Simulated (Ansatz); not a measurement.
Consider the redistribution: `C[S][K]` + `C[O][SnH]([Cl])[Cl]` → `C[O][K]` + `C[S][SnH]([Cl])[Cl]`.

Calculated with Ansatz (gas phase, PBE0-D4/def2-TZVP geometries, no zero-point term in ΔE). CCSD(T)/CBS is the MP2 limit (def2-TZVPP, def2-QZVPP) plus CCSD(T) − MP2 in def2-TZVPP, frozen cores. Functionals use def2-TZVPP. def2 core potentials past Kr. For K, Sn outer-core shells are correlated without core-valence functions, which leaves a few kJ/mol of doubt a bond. Scalar relativity is left out up to krypton. Each species was taken in one conformer, which may not be the lowest.

`C[S][K]`:

Z-matrix (Å, degrees):
```
C
S 1 1.819
H 1 1.093 2 111.9
H 1 1.092 2 109.5 3 119.1
H 1 1.093 2 111.9 3 -121.7
K 2 2.809 1 117.1 3 60.8
```

`C[O][SnH]([Cl])[Cl]`:

Cartesian coordinates in Å:
```
C 1.309 0.263 -0.663
O 0.718 -0.670 0.221
Sn -1.132 -0.490 0.761
Cl -1.381 1.595 1.729
Cl -2.425 -0.465 -1.156
H 1.306 1.278 -0.249
H 2.346 -0.044 -0.814
H 0.808 0.279 -1.637
H -1.549 -1.746 1.809
```

`C[O][K]`:

Cartesian coordinates in Å:
```
C 0.028 0.396 -0.456
O -0.035 -0.497 0.573
K -0.138 -1.955 2.252
H 0.990 0.365 -1.011
H -0.757 0.240 -1.226
H -0.087 1.452 -0.132
```

`C[S][SnH]([Cl])[Cl]`:

```xyz
9

C     1.467   -0.690    0.056
S     1.032    0.938   -0.627
Sn   -1.288    0.910   -0.192
Cl   -1.612    0.559    2.080
Cl   -2.203   -0.983   -1.179
H     0.952   -1.488   -0.477
H     2.542   -0.796   -0.092
H     1.247   -0.739    1.121
H    -2.137    2.289   -0.691
```

| level | ΔE (kcal/mol) |
| --- | --- |
| PBE | -3.4 |
| BLYP | -2.3 |
| r2SCAN0 | -2.2 |
| BHLYP | -0.5 |

(1) What does CCSD(T)/CBS give? (An estimate is asked.)

Largest T1 diagnostic among the species: 0.013.

Results:

(1) Ansatz gave: -1.7 kcal/mol. The listed levels differ from it by -1.7, -0.6, -0.5, 1.2 kcal/mol.

In def2-TZVPP, CCSD(T) changes the Hartree–Fock value by −4.0 kcal/mol (the triples alone add −0.4 kcal/mol) and MP2 by −5.6 kcal/mol. From BLYP to BHLYP (50 % exact exchange), in def2-TZVPP and without D4, ΔE moves by +1.8 kcal/mol.
